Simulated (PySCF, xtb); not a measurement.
CCl2, SMILES Cl[C]Cl (connectivity only; charge and spin as stated), neutral, multiplicity 1.

xtb 6.7.1 with GFN2-xTB at its own geometry gives an orbital gap of 1.83 eV and a dipole moment of 1.43 D.

Coordinates come from a PBE0-D3(BJ)/def2-TZVP optimisation. The isomer is the one that the SMILES or the coordinates give; other isomers of the formula were not compared.

Problem. What does PBE0/def2-TZVPD (PySCF) give? (Estimate from the structure and the level; the computed values follow.)

Solution. gap 4.15 eV (levels -7.55 and -3.40 eV), dipole 1.13 D.
